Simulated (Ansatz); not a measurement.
PPSbSb tetrahedron (Sb₂P₂). Charge 0, multiplicity 3. Geometry r2SCAN-D4/def2-SVP, that of the neutral singlet; atoms count from 1.

```xyz
4

P    -0.050    1.149   -0.867
P    -1.162    0.200    0.827
Sb   -0.171   -1.399   -0.896
Sb    1.383    0.051    0.936
```

In the def2 sets Sb takes a core potential; there is no spin–orbit coupling. At PBE0-D4/def2-TZVP a singlet of charge 0 lies 2.93 eV below the triplet at the same geometry.

Q: Estimate the Mulliken populations from the PBE0/def2-TZVP orbitals of Ansatz.

A: 
| atom | charge (e) | spin (α − β) |
| --- | --- | --- |
| P1 | -0.16 | -0.02 |
| P2 | -0.16 | -0.02 |
| Sb3 | 0.16 | 1.02 |
| Sb4 | 0.16 | 1.02 |
Mulliken values depend strongly on the basis.

Q: Where does the spin sit?

A: Summed by element: P -0.04, Sb 2.04, of 2 unpaired in all. Largest on single atoms: Sb3 1.02, Sb4 1.02, P1 -0.02.

Q: And the Mayer bond orders between heavy atoms (over 0.3)?

A: P1–P2 1.08 (2.24 Å); P1–Sb3 1.00 (2.55 Å); P1–Sb4 1.00 (2.55 Å); P2–Sb3 1.00 (2.55 Å); P2–Sb4 1.00 (2.55 Å).
